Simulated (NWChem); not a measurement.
System: C$_{3}$HF$_{2}$NS; SMILES Fc1cnc(F)s1

Here is an NWChem input.

```
start job
memory heap 200 mb stack 900 mb global 1100 mb
geometry units angstroms
  F     -2.452237    -0.439789     0.167847
  C     -1.201951    -0.006128     0.113182
  C     -0.772668     1.272100     0.260629
  N      0.571128     1.418739     0.154725
  C      1.144746     0.302660    -0.063923
  F      2.441288     0.161125    -0.207866
  S      0.111464    -1.109214    -0.173954
  H     -1.387312     2.131968     0.445446
end
basis spherical
  * library def2-svp
end
dft
  xc pbe0
  iterations 150
end
driver
  maxiter 120
end
task dft optimize
task dft freq
```

The level has its own optimisation; frequencies are unscaled. Brackets give each atom's bonded neighbours.

**Question.** Predict the main results of this run. (PBE0/def2-SVP.) Quantities: r C–F [C(CFS)–F(C)] (Å); r C–C (Å); r C–S [C(CFS)–S(CC)] (Å); r C–N [C(CHN)–N(CC)] (Å); highest harmonic frequency (cm⁻¹); lowest (cm⁻¹); zero-point energy (kcal/mol); dipole (D).

**Answer.** 
```yaml
r C–F [C(CFS)–F(C)] (Å): 1.313
r C–C (Å): 1.358
r C–S [C(CFS)–S(CC)] (Å): 1.744
r C–N [C(CHN)–N(CC)] (Å): 1.373
highest harmonic frequency (cm⁻¹): 3264
lowest (cm⁻¹): 182
zero-point energy (kcal/mol): 25.4
dipole (D): 1.32
```
